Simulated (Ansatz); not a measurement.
`[Cl][Nb]([Cl])([Cl])[Cl]` radical, relaxed with UKS PBE0-D4/def2-TZVP in Ansatz from a GFN2-xTB geometry. The force threshold is 0.005 eV/Å; the program also tests the step.

Total charge 0; spin multiplicity 2. Nb: def2 effective core potential.

Start:

```xyz
5

Cl   -0.778   -0.603    2.002
Nb    0.002   -0.002   -0.001
Cl   -1.265   -1.347   -1.249
Cl    0.119    2.196    0.356
Cl    1.923   -0.244   -1.109
```

```json
{"step": "1", "energy (eV)": "-51632.6575", "largest force (eV/Å)": "0.920", "largest move (Å)": "0.000"}
{"step": "2", "energy (eV)": "-51632.8696", "largest force (eV/Å)": "0.435", "largest move (Å)": "0.195"}
{"step": "3", "energy (eV)": "-51632.9363", "largest force (eV/Å)": "0.238", "largest move (Å)": "0.200"}
{"step": "4", "energy (eV)": "-51632.9436", "largest force (eV/Å)": "0.022", "largest move (Å)": "0.034"}
{"step": "5", "energy (eV)": "-51632.9437", "largest force (eV/Å)": "0.000", "largest move (Å)": "0.008"}
```

End:

```xyz
5

Cl   -0.468   -0.761    2.081
Nb    0.000    0.000    0.000
Cl   -1.445   -1.071   -1.376
Cl   -0.149    2.256    0.131
Cl    2.062   -0.425   -0.836
```

Hardware: 2 threads of an AMD EPYC 7R13 on a shared host and a share of an NVIDIA H100 80 GB. Wall time 55 s, peak host memory 0.92 GiB.
